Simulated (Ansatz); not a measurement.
Basis sets compared for (Br2Al-mu-H)3 (Al3H3Br6). Total charge 0; singlet. Geometry PBE-D4/def2-SVP. Ansatz on 4 threads of Arm Neoverse V2 on a shared host; times are rough, and most runs start from earlier orbitals.

```tsv
atom	x (Å)	y (Å)	z (Å)
Al1	-0.249	0.390	-1.759
Br2	0.331	-1.261	-3.178
Br3	-0.988	2.424	-2.377
H4	1.018	0.647	-0.643
Al5	1.660	-0.127	0.736
Br6	2.463	1.499	2.069
Br7	2.795	-1.964	0.096
H8	0.183	-0.717	1.361
Al9	-1.439	-0.308	1.038
Br10	-1.742	1.830	1.685
Br11	-2.686	-2.082	1.639
H12	-1.347	-0.330	-0.665
```

Binding counts from free atoms (Al doublet, Br doublet, H doublet) in the same basis, without a counterpoise term.

```csv
level,functions,energy (Eh),HOMO (eV),LUMO (eV),binding per atom (eV),wall time
HF/STO-3G,138,-15987.2832,-8.87,4.20,3.37,2.5 s
PBE-D4/def2-SVP,261,-16169.6508,-7.32,-2.73,2.92,6 s
PBE0-D4/def2-SVP,261,-16170.2712,-8.66,-2.01,2.91,15 s
```

Task: Estimate the rows for HF/def2-TZVP, PBE-D4/def2-TZVP (with forces), PBE0-D4/def2-TZVP.

Result: 
```json
{"level": "HF/def2-TZVP", "functions": "417", "energy (Eh)": "-16162.4960", "HOMO (eV)": "-11.60", "LUMO (eV)": "1.40", "binding per atom (eV)": "2.23", "wall time": "28 s"}
{"level": "PBE-D4/def2-TZVP (with forces)", "functions": "417", "energy (Eh)": "-16171.7833", "HOMO (eV)": "-7.44", "LUMO (eV)": "-2.82", "binding per atom (eV)": "2.90", "wall time": "14 s"}
{"level": "PBE0-D4/def2-TZVP", "functions": "417", "energy (Eh)": "-16172.3984", "HOMO (eV)": "-8.72", "LUMO (eV)": "-2.06", "binding per atom (eV)": "2.90", "wall time": "40 s"}
```
